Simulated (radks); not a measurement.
Question: Radial electron density D(r) = 4 pi r^2 rho(r) of an atom or ion with 18 electrons. All-electron calculation, Dirac Kohn-Sham, PBE, spin-unpolarised, spherical densities, finite nucleus; Fermi nuclear charge, rms radius of each element as measured or else 0.836 A^(1/3) + 0.57 fm. Program: a radial shooting solver on a logarithmic mesh with Libxc functionals.

r (bohr),D(r) (e/bohr)
0.004115,1.020
0.005316,1.613
0.006812,2.482
0.00873,3.755
0.01119,5.559
0.01434,8.008
0.01852,11.25
0.02373,14.94
0.03041,18.75
0.03897,21.92
0.04994,23.51
0.06451,22.81
0.08266,20.26
0.1059,17.66
0.1357,17.38
0.1753,20.39
0.2247,23.98
0.2879,23.86
0.369,18.23
0.4728,10.56
0.6108,6.222
0.7827,6.661
1.003,7.770
1.285,6.396
1.647,3.446
2.128,1.135
2.726,0.2330
3.494,0.02583
4.477,0.001301

What is the nuclear charge?

Answer: Z = 20. The innermost maximum, from 1s, lies near gamma/Z bohr with gamma = sqrt(1 - (Z/c)^2) = 0.989, here 0.0495 bohr (found: 0.0528), and its height grows with Z. The density is that of the calcium ion Ca2+ in [Ar]; the configuration itself is not fixed sharply by these data, and Z only to about a unit. D(r) has 3 maxima, at r = 0.0528, 0.253, 1.00 bohr, and minima at 0.122, 0.662 bohr, inside which lie 2.15, 10.35 electrons.
